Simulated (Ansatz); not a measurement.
C2H8OSSi (`CO[SiH2]SC`). The species carries charge 0 and has multiplicity 1. Geometry: relaxed with PBE0-D4/def2-TZVP. It is one conformer, not always the lowest.

```xyz
13

C    -0.121   -2.736    0.399
O    -0.721   -1.463    0.338
Si    0.110   -0.097   -0.009
S    -1.313    1.469    0.050
C    -0.158    2.814   -0.355
H    -0.891   -3.463    0.660
H     0.313   -3.021   -0.567
H     0.666   -2.774    1.161
H     0.749   -0.181   -1.355
H     1.199    0.140    0.983
H    -0.743    3.733   -0.364
H     0.287    2.672   -1.340
H     0.624    2.905    0.399
```

(1) What is the dipole moment at r2SCAN/def2-TZVPP? (Best estimate.)

(2) And with PBE, B3LYP, ωB97M-V? (Best estimate.)

(3) Give the Mulliken charges with r2SCAN, PBE, ωB97M-V in def2-TZVPP. (Estimate.)

Results:

(1) Computed: 1.80 D, with components (1.77, -0.10, -0.32) D in this frame, pointing from negative to positive charge.

(2) Computed: PBE 1.70 D, B3LYP 1.82 D, ωB97M-V 1.81 D.

(3) Computed: 
| atom | r2SCAN | PBE | ωB97M-V |
| --- | --- | --- | --- |
| C1 | 0.00 | -0.15 | -0.19 |
| O2 | -0.38 | -0.31 | -0.37 |
| Si3 | 0.51 | 0.42 | 0.40 |
| S4 | -0.22 | -0.19 | -0.16 |
| C5 | -0.16 | -0.28 | -0.37 |
| H6 | 0.07 | 0.11 | 0.13 |
| H7 | 0.06 | 0.10 | 0.12 |
| H8 | 0.06 | 0.10 | 0.12 |
| H9 | -0.10 | -0.09 | -0.05 |
| H10 | -0.10 | -0.09 | -0.05 |
| H11 | 0.09 | 0.12 | 0.14 |
| H12 | 0.09 | 0.12 | 0.14 |
| H13 | 0.09 | 0.12 | 0.14 |

B3LYP here is the variant with VWN-RPA as its local correlation; programs differ in this.
